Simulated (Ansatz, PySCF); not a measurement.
Cl2HIOSi, SMILES O[Si](Cl)(Cl)I. Atoms are numbered in the order given.

```xyz
6

O     -0.9506    -1.9665     0.0000
Si    -0.8222    -0.3286     0.0000
Cl    -1.7388     0.4769     1.6616
Cl    -1.7388     0.4769    -1.6616
I      1.5534     0.1835     0.0000
H     -1.8401    -2.3456     0.0000
```
Charge 0, spin multiplicity 1.

Geometry optimised at B3LYP-D3(BJ)/def2-SVP. This is a generated structure with no PubChem entry under its InChIKey; it may be hypothetical. The def2 effective core potentials stand for the cores of I; spin–orbit coupling is left out. One conformer was computed; it need not be the lowest.

Two levels are set side by side: PBE-D3(BJ)/def2-SVP (Ansatz, a quantum-chemistry and plane-wave program) and B3LYP-D3(BJ)/def2-SVP (Ansatz). Each level has its own optimised geometry; the coordinates shown are those of the second. Frequencies come from the Hessian of PySCF at each geometry. Differences are taken from unrounded values.

| quantity | B3LYP-D3(BJ) | PBE-D3(BJ) | PBE-D3(BJ) minus B3LYP-D3(BJ) |
|---|---|---|---|
| mean bond length (Å) | 1.833 | 1.840 | 0.007 |
| bond O1–Si2 (Å) | 1.643 | 1.657 | 0.015 |
| bond Si2–Cl3 (Å) | 2.061 | 2.068 | 0.006 |
| bond Si2–Cl4 (Å) | 2.061 | 2.068 | 0.006 |
| bond Si2–I5 (Å) | 2.430 | 2.430 | 0.000 |
| bond O1–H6 (Å) | 0.967 | 0.976 | 0.009 |
| highest harmonic wavenumber (cm⁻¹) | 3845 | 3733 | -112 |
| mean harmonic wavenumber (cm⁻¹) | 681 | 664 | -17 |
| zero-point energy (kcal/mol) | 11.68 | 11.38 | -0.30 |

GGA bonds tend to be longer and softer than those of functionals with exact exchange. Differences between two approximate levels are no errors against the true value.
